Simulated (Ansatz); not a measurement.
Mg₄Zn₂⁺. Total charge 1; doublet. Geometry r2SCAN/def2-SVP, basis def2-TZVP, Ansatz.

Cartesian coordinates in Å:
```
Mg 0.557 -2.049 0.326
Mg -1.999 -0.554 -0.576
Mg 0.799 0.191 -1.936
Mg 1.803 2.719 -0.574
Zn 0.147 0.697 0.739
Zn -1.307 -1.003 2.021
```

| run | HOMO (eV) | LUMO (eV) |
| --- | --- | --- |
| A | -7.72 | -6.61 |
| B | -7.72 | -6.73 |
| C | -7.56 | -7.03 |
| D | -8.41 | -5.77 |
| E | -8.05 | -6.38 |

HSE06 is defined as in plane-wave codes, on full-range PBE exchange. Another isomer (doublet) lies 0.24 eV lower at PBE0/def2-TZVP; other spin states weren't run for this one.

HOMO and LUMO are taken over both spins.

**Question.** The runs used BHLYP, HSE06, PBE, PBE0, r2SCAN. Estimate which is which.

**Answer.** A r2SCAN (0 % exact exchange); B HSE06 (range-separated); C PBE (0 % exact exchange); D BHLYP (50 % exact exchange); E PBE0 (25 % exact exchange). Exact exchange lowers occupied and raises empty levels; among semilocal functionals meta-GGAs tend to open the gap a little, and such runs are hard to tell apart. The gap grows from 0.53 eV (PBE) to 2.64 eV (BHLYP).
